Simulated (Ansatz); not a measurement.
The inner images of a band of CH5NOSi (9 atoms, charge 0, multiplicity 1) are given out of order.

Theory: RKS PBE0/def2-mTZVP (Ansatz 0.2.0).

First end point:

```xyz
9
Properties=species:S:1:pos:R:3
N -0.749 0.819 -0.966
Si 0.272 -0.467 -0.495
C 0.281 -0.330 1.428
O -0.252 0.606 1.983
H -0.814 1.193 -1.899
H -0.986 1.499 -0.256
H 1.691 -0.398 -0.960
H -0.231 -1.816 -0.880
H 0.787 -1.108 2.046
```

Last end point:

```xyz
9
Properties=species:S:1:pos:R:3
N -0.832 0.921 -0.910
Si 0.382 -0.190 -0.416
C 0.273 -0.623 1.465
O 1.166 -1.213 2.029
H -1.548 0.666 -1.571
H -0.722 1.920 -0.845
H 1.763 0.317 -0.634
H 0.162 -1.462 -1.156
H -0.644 -0.337 2.038
```

Problem. Put them in order from the first end to the last, with their energies above the first end.
A.
```xyz
9
Properties=species:S:1:pos:R:3
N -0.972 0.690 -0.871
Si 0.342 -0.348 -0.475
C 0.393 -0.376 1.454
O 0.449 0.668 2.067
H -1.336 0.722 -1.812
H -1.016 1.601 -0.436
H 1.708 0.076 -0.911
H 0.071 -1.697 -1.038
H 0.360 -1.335 2.023
```
B.
```xyz
9
Properties=species:S:1:pos:R:3
N -0.878 0.756 -0.915
Si 0.301 -0.411 -0.482
C 0.335 -0.357 1.445
O 0.054 0.666 2.029
H -1.138 0.933 -1.873
H -0.940 1.592 -0.351
H 1.714 -0.167 -0.913
H -0.079 -1.760 -0.979
H 0.630 -1.254 2.038
```
C.
```xyz
9
Properties=species:S:1:pos:R:3
N -1.148 0.531 -0.835
Si 0.412 -0.088 -0.454
C 0.543 -0.427 1.443
O 1.534 -0.183 2.091
H -1.680 0.159 -1.606
H -1.407 1.486 -0.638
H 1.558 0.797 -0.797
H 0.532 -1.396 -1.155
H -0.344 -0.879 1.951
```
D.
```xyz
9
Properties=species:S:1:pos:R:3
N -1.031 0.629 -0.846
Si 0.387 -0.278 -0.477
C 0.438 -0.387 1.450
O 0.843 0.541 2.114
H -1.468 0.556 -1.753
H -1.136 1.561 -0.471
H 1.693 0.303 -0.904
H 0.225 -1.627 -1.083
H 0.050 -1.297 1.968
```
E.
```xyz
9
Properties=species:S:1:pos:R:3
N -1.090 0.583 -0.832
Si 0.410 -0.183 -0.469
C 0.492 -0.410 1.446
O 1.234 0.229 2.157
H -1.600 0.348 -1.670
H -1.255 1.543 -0.567
H 1.643 0.555 -0.861
H 0.374 -1.521 -1.120
H -0.207 -1.145 1.916
```

Solution. B (+0.5 kcal/mol), A (+1.4 kcal/mol), D (+1.7 kcal/mol), E (+1.3 kcal/mol), C (+0.8 kcal/mol).

Run time: 76 s on 2 threads of Intel(R) Xeon(R) Platinum 8488C (Sapphire Rapids) (shared host), peak memory 0.2 GiB.
